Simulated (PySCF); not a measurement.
# Be (beryllium, neutral): UHF calculation

Configuration: [He] 2s2, closed-shell 1S. Calculation: PySCF 2.14, in Sapporo-DZP-2012 (4s2p, 10 functions); scalar relativity by spin-free X2C-1e.

| Quantity | Value |
| --- | --- |
| Total energy | -14.571933 hartree |
| One-electron energy | -19.0501 hartree |
| Hartree (Coulomb) energy | 7.1441 hartree |
| Exchange energy | -2.6660 hartree |
| ⟨S²⟩ | 0.0000 |
| ⟨L²⟩ | 0.000 |
| Sum of ⟨r⟩ | 6.135 bohr |
| Sum of ⟨r²⟩ | 17.30 bohr² |
| Langevin diamagnetic susceptibility | -13.7 ×10⁻⁶ cm³/mol |
| Time after the integrals | 0.02 s of wall time on 1 thread of Intel(R) Xeon(R) 6975P-C (shared host) |

```
shell  electrons  mean orbital energy (hartree)  rms radius, mean of both spins (bohr)
   1s          2                       -4.73822                                  0.482
   2s          2                       -0.30867                                   2.90
```
